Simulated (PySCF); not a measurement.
Predicted microwave data (PBE0-D3(BJ)/def2-SVP geometry optimisation, gas phase (PySCF 2.14.0)) for one isomer of C8H21NSi:

| Item | Value |
| --- | --- |
| Rotational constants | A = 1357, B = 874.5, C = 779.0 MHz |
| Dipole components | \|μa\| = 0.30 D, \|μb\| = 1.33 D, \|μc\| = 0.06 D |
| Inertial defect | -301.60 u·Å² |
| κ | -0.67 |

Problem. Which candidate fits, each taken in the one conformer that was computed?
A. `[CH3:1][CH2:2][SiH2:3][N:4]([CH:5]([CH3:6])[CH3:7])[CH:8]([CH3:9])[CH3:10]` with C1–C2–Si3–N4 59°, C2–Si3–N4–C5 -120°, Si3–N4–C5–C6 -63°, Si3–N4–C8–C9 112°
B. `[CH3:1][CH2:2][C:3]([CH3:4])([CH3:5])[N:6]([SiH3:7])[CH:8]([CH3:9])[CH3:10]` with C1–C2–C3–C4 -53°, C2–C3–N6–Si7 33°, C3–N6–C8–C9 124°

Solution. B. It is CCC(C)(C)N([SiH3])C(C)C, an asymmetric top, point group C1. The candidates at the same level (rigid rotor, commonest isotopes):

```json
{"SMILES": "CC[SiH2]N(C(C)C)C(C)C", "A (MHz)": "1197", "B (MHz)": "840.3", "C (MHz)": "708.8", "μa (D)": "0.43", "μb (D)": "0.50", "μc (D)": "0.74", "Δ (u·Å²)": "-310.73", "point group": "C1", "rotor": "asymmetric top"}
{"SMILES": "CCC(C)(C)N([SiH3])C(C)C", "A (MHz)": "1357", "B (MHz)": "874.5", "C (MHz)": "779.0", "μa (D)": "0.30", "μb (D)": "1.33", "μc (D)": "0.06", "Δ (u·Å²)": "-301.60", "point group": "C1", "rotor": "asymmetric top"}
```

`CC[SiH2]N(C(C)C)C(C)C` has A 12 % too low. No structure here is proved a minimum.
